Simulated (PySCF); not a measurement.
Stepwise substitution at one centre (Al Cl-CH3). All species are isolated molecules in the gas phase. Strings in code marks are SMILES.

The four lowest singlet excitations (Tamm–Dancoff). Calculation: PySCF 2.14.0 with ωB97X-D3(BJ)/def2-TZVP // B3LYP-D3(BJ)/def2-TZVP. Excitations are Tamm–Dancoff values on a coarser integration grid. The basis has no diffuse functions, so Rydberg states are missing or too high.

| state | energy (eV) | wavelength (nm) | oscillator strength |
|---|---|---|---|
| S1 | 6.11 | 203 | 0.000 |
| S2 | 7.36 | 169 | 0.269 |
| S3 | 7.60 | 163 | 0.014 |
| S4 | 7.63 | 163 | 0.000 |

Question: Say which member gives these states.
A. `[CH3][Al]([Cl])[Cl]`
B. `[CH3][Al]([CH3])[Cl]`
C. `[CH3][Al]([CH3])[CH3]`

Answer: B, `[CH3][Al]([CH3])[Cl]`
